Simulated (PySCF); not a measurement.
Ligands exchanged one at a time, Ga F-NH2. All species are isolated molecules in the gas phase. One relaxed conformer stands for each flexible species; it need not be the lowest. Strings in code marks are SMILES.

These are PBE-D3(BJ)/def2-TZVP // PBE0-D4/def2-TZVP run with PySCF values and carry that method's errors. Excitations are Tamm–Dancoff values on a coarser integration grid. The basis has no diffuse functions, so Rydberg states are missing or too high.

```
species                                             HOMO–LUMO gap (eV)  S1 excitation (TDA) (eV)  S1 oscillator strength
--------------------------------------------------  ------------------  ------------------------  ----------------------
0 of 3 F replaced by NH2 (`[F][Ga]([F])[F]`)                      6.29                      6.43                       ?
1 of 3 F replaced by NH2                                             ?                      4.99                   0.029
2 of 3 F replaced by NH2                                          4.65                      4.87                   0.009
3 of 3 F replaced by NH2 (`[NH2][Ga]([NH2])[NH2]`)                4.60                         ?                   0.006
```

Some entries are withheld; supply them.


- 0 of 3 F replaced by NH2 (`[F][Ga]([F])[F]`), S1 oscillator strength: 0.000
- 1 of 3 F replaced by NH2, HOMO–LUMO gap (eV): 4.73
- 3 of 3 F replaced by NH2 (`[NH2][Ga]([NH2])[NH2]`), S1 excitation (TDA) (eV): 4.77
